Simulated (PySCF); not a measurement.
silyloxysilylformaldehyde (CH6O2Si2), SMILES O=C[SiH2]O[SiH3]. Atoms are numbered in the order given.

```xyz
11

O     -3.1676     0.0464     0.5515
C     -1.9914    -0.0839     0.8068
Si    -0.6788     0.1759    -0.5792
O      0.8231    -0.0705     0.0735
Si     2.4798    -0.1250    -0.0428
H     -1.6585    -0.3563     1.8503
H     -0.9569    -0.7988    -1.6707
H     -0.8188     1.5659    -1.0964
H      3.0301    -0.4906     1.2894
H      2.8882    -1.1450    -1.0509
H      3.0071     1.2077    -0.4544
```

Geometry: B3LYP-D3(BJ)/def2-SVP. Other conformers were not sampled.

The numbers are results of PySCF with B3LYP-D3(BJ)/def2-SVP, not measurements.

Frequencies are harmonic and unscaled.

Computed normal modes with their intensities:
```
mode  ν (cm⁻¹)  IR (km/mol)  moving atoms (share of kinetic energy)
----  --------  -----------  --------------------------------------
1           22          0.0                 O 64 %, H 20 %, Si 16 %
2           48          0.0                                  H 87 %
3           56          0.3                 O 47 %, Si 35 %, H 15 %
4           77         10.6                  O 42 %, H 28 %, C 24 %
5          155         14.2          O 45 %, Si 32 %, H 14 %, C 9 %
6          311          4.9                 O 57 %, C 21 %, Si 18 %
7          488         27.7                         H 85 %, Si 12 %
8          602          3.0                 Si 70 %, O 15 %, H 14 %
9          703          4.7                 C 55 %, Si 26 %, H 18 %
10         714          5.9                                  H 93 %
11         741         51.6                   H 82 %, Si 9 %, O 8 %
12         750         77.3                          H 82 %, O 12 %
13         891        447.4                         H 85 %, Si 13 %
14         896         21.3                          H 57 %, C 36 %
15         952        213.8                                  H 92 %
16         957         84.6                                  H 96 %
17         960        143.8                                  H 95 %
18        1009        241.1                         H 84 %, Si 13 %
19        1115        425.5                  O 75 %, Si 16 %, H 9 %
20        1373         15.1                          H 81 %, C 11 %
21        1787        105.6                          C 57 %, O 41 %
22        2222         54.8                                  H 98 %
23        2224         67.6                                  H 96 %
24        2231        135.2                                  H 98 %
25        2232        208.3                                  H 96 %
26        2248        101.8                                  H 97 %
27        2802        147.3                                  H 93 %
```
